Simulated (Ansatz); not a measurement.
One change: `C=C([SiH3])C=S` becomes `C=C([SiH3])Br`.

Ansatz, PBE0-D4/def2-TZVP geometries, multiplicity 1. Each molecule was computed in one conformer, which needn't be the lowest.

Scalar relativity is left out up to krypton.

```tsv
property	`C=C([SiH3])C=S`
HOMO energy (PBE/def2-TZVPP) / eV	-5.35
LUMO energy (B3LYP/def2-TZVPP) / eV	-3.00
HOMO energy (B3LYP/def2-TZVPP) / eV	-6.32
HOMO energy (ωB97M-V/def2-TZVPP) / eV	-8.80
HOMO–LUMO gap (PBE0/def2-TZVPP) / eV	3.74
HOMO–LUMO gap (ωB97M-V/def2-TZVPP) / eV	8.06
```

What does the change do to each property? (An estimate is asked.)

The calculation gave: 
```
                               property  `C=C([SiH3])Br`  shift
      HOMO energy (PBE/def2-TZVPP) / eV            -6.43  -1.08
    LUMO energy (B3LYP/def2-TZVPP) / eV            -1.06   1.94
    HOMO energy (B3LYP/def2-TZVPP) / eV            -7.32  -1.00
  HOMO energy (ωB97M-V/def2-TZVPP) / eV            -9.72  -0.92
   HOMO–LUMO gap (PBE0/def2-TZVPP) / eV             6.70   2.96
HOMO–LUMO gap (ωB97M-V/def2-TZVPP) / eV            10.97   2.91
```

With PBE0 the HOMO falls by 0.98 eV and the LUMO rises by 1.97 eV, so the gap widens by about 2.95 eV. PBE moves the HOMO by -1.08 eV and ωB97M-V by -0.92 eV.

B3LYP here is the variant with VWN-RPA as its local correlation; programs differ in this.

Spin–orbit coupling is left out; it splits and shifts lone-pair levels of the heavy atoms by tenths of an eV.
